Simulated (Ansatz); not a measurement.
Consider the hydrogenolysis of a C–Zn bond: `B[CH](Cl)[Zn][F]` + H₂ → `BCCl` + `[F][ZnH]`.

Calculated with Ansatz (gas phase, PBE0-D4/def2-TZVP geometries, no zero-point term in ΔE). CCSD(T)/CBS is the MP2 limit (def2-TZVPP, def2-QZVPP) plus CCSD(T) − MP2 in def2-TZVPP, frozen cores. This one scheme is used for every species. DFT in def2-TZVPP. B3LYP here is the variant with VWN-RPA as its local correlation; programs differ in this. For Zn outer-core shells are correlated without core-valence functions, which leaves a few kJ/mol of doubt a bond. Scalar relativity is left out up to krypton. Each species was taken in one conformer, which may not be the lowest.

| level | ΔE (kJ/mol) | difference from CCSD(T)/CBS |
| --- | --- | --- |
| PBE-D4 | 10.7 | 7.0 |
| r2SCAN-D4 | 5.7 | 2.0 |
| PBE0-D4 | 0.2 | -3.5 |
| ωB97X-V | -12.0 | -15.7 |
| B2PLYP | -7.6 | -11.3 |
| PBE | 5.1 | 1.4 |
| r2SCAN | 4.3 | 0.6 |
| PBE0 | -4.7 | -8.4 |
| B3LYP | -15.6 | -19.3 |
| HF/def2-TZVPP | -51.8 | -55.5 |
| MP2/def2-TZVPP | 9.4 | 5.7 |
| CCSD(T)/def2-TZVPP | 0.1 | -3.6 |
| HF/def2-QZVPP | -50.3 | -54.0 |
| HF/CBS(def2) | -50.1 | -53.8 |
| MP2/CBS(def2) | 13.1 | 9.4 |
| CCSD/CBS(def2) | -7.1 | -10.8 |
| CCSD(T)/CBS | 3.7 | 0 |

Largest T1 diagnostic among the species: 0.018.

From PBE to PBE0 (25 % exact exchange), in def2-TZVPP and without D4, ΔE moves by −9.8 kJ/mol. In def2-TZVPP, CCSD(T) changes the Hartree–Fock value by +51.8 kJ/mol (the triples alone add +10.8 kJ/mol) and MP2 by +61.2 kJ/mol. The D4 term adds +9.1 kJ/mol with B3LYP and +4.8 kJ/mol with PBE0; it sums over pairs of atoms, weighted by their polarisabilities, and B3LYP, whose exchange is more repulsive, gets the larger term.
